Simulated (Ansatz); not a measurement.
Computed with Ansatz on PBE0-D4/def2-TZVP structures; ΔE is electronic, products minus reactants. CCSD(T)/CBS adds triple-zeta CCSD(T) − MP2 to the extrapolated MP2 energy (def2 sets, frozen cores). This one scheme is used for every species. def2 core potentials past Kr. For Mo outer-core shells are correlated without core-valence functions, which leaves a few kJ/mol of doubt a bond. One conformer a species, not always the lowest.

Consider the formal hydrolysis of a Mo–Cl bond: `[O]=[Mo]([OH])([OH])([Cl])[Cl]` + H₂O → `[O]=[Mo]([OH])([OH])([OH])[Cl]` + HCl.

| species | CCSD(T)/CBS(def2) energy (Eh) |
| --- | --- |
| `[O]=[Mo]([OH])([OH])([Cl])[Cl]` | -1214.59171 |
| H₂O | -76.37941 |
| `[O]=[Mo]([OH])([OH])([OH])[Cl]` | -830.57774 |
| HCl | -460.38127 |

Q: Work out ΔE.

A: ΔE = (-830.57774) + (-460.38127) − (-1214.59171) − (-76.37941) = 0.01211 Eh = +7.6 kcal/mol.

Largest T1 diagnostic among the species: 0.024, so the coupled-cluster value is less sure than usual.

In def2-TZVPP, CCSD(T) changes the Hartree–Fock value by +2.3 kcal/mol (the triples alone add +0.9 kcal/mol) and MP2 by +6.2 kcal/mol. The D4 term adds +0.8 kcal/mol with B3LYP and +0.4 kcal/mol with PBE0; it sums over pairs of atoms, weighted by their polarisabilities, and B3LYP, whose exchange is more repulsive, gets the larger term.

B3LYP here is the variant with VWN-RPA as its local correlation; programs differ in this.
